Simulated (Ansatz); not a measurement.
Geometry optimisation, RKS BHLYP-D4/cc-pVDZ in Ansatz.

Input file:

```yaml
crystal:
  periodic: [false, false, false]
  atoms:
    - { symbol: Si, position_ang: [-0.188638, 0.194997, -0.218528] }
    - { symbol: H, position_ang: [0.946523, 0.288369, -1.112695] }
    - { symbol: C, position_ang: [-0.073306, -1.34494, 0.851639] }
    - { symbol: C, position_ang: [-1.756617, 0.153952, -1.26115] }
    - { symbol: H, position_ang: [-0.210963, 1.422745, 0.621432] }
    - { symbol: H, position_ang: [2.519362, 0.801799, -0.129373] }
    - { symbol: S, position_ang: [2.910479, 0.933493, 1.158933] }
    - { symbol: H, position_ang: [0.825508, -1.327259, 1.470615] }
    - { symbol: H, position_ang: [-0.944446, -1.420638, 1.510445] }
    - { symbol: H, position_ang: [-0.045915, -2.242964, 0.225316] }
    - { symbol: H, position_ang: [-2.648298, 0.112775, -0.626967] }
    - { symbol: H, position_ang: [-1.826473, 1.049151, -1.886249] }
    - { symbol: H, position_ang: [-1.768263, -0.721943, -1.917935] }
    - { symbol: H, position_ang: [2.261246, 2.100564, 1.314615] }
basis:
  gaussian: { orbitals: cc-pVDZ }
hamiltonian:
  xc: { name: BHLYP }
  dispersion: d4
relax:
  f_tol: 0.03
  max_steps: 50
```

Run as:

```bash
$ ansatz run input.yaml --threads 2 --pin off --max-ram 3072MiB --backend cpu --events-out ev --progress --plain --runs-dir out
```

**Question.** Where does it end, and by what steps?

**Answer.** The forces met the threshold. The force dipped under the threshold on the way, but the program's further checks kept it going. After 9 steps the energy has fallen by 0.122 eV; H6 moved furthest, 0.60 Å.

| step | energy less start (eV) | largest force component (eV/Å) | accepted |
| --- | --- | --- | --- |
| 0 | 0.0000 | 1.010 | yes |
| 1 | -0.0857 | 0.255 | yes |
| 2 | -0.1110 | 0.154 | yes |
| 3 | -0.1185 | 0.067 | yes |
| 4 | -0.1203 | 0.108 | yes |
| 5 | -0.1212 | 0.085 | yes |
| 6 | -0.1217 | 0.037 | yes |
| 7 | -0.1220 | 0.034 | yes |
| 8 | -0.1222 | 0.022 | yes |
| 9 | -0.1222 | 0.025 | yes |

```xyz
14
Properties=species:S:1:pos:R:3
Si -0.297 0.209 -0.323
H 0.845 0.292 -1.282
C -0.069 -1.269 0.812
C -1.909 0.101 -1.287
H -0.287 1.468 0.478
H 3.091 0.868 0.054
S 3.231 0.986 1.386
H 0.874 -1.188 1.361
H -0.887 -1.331 1.537
H -0.054 -2.201 0.237
H -2.766 0.066 -0.607
H -2.033 0.966 -1.946
H -1.930 -0.802 -1.906
H 2.191 1.835 1.485
```

The run took 42 s on 2 threads of Arm Neoverse V1 (shared host), peak memory 0.26 GiB.
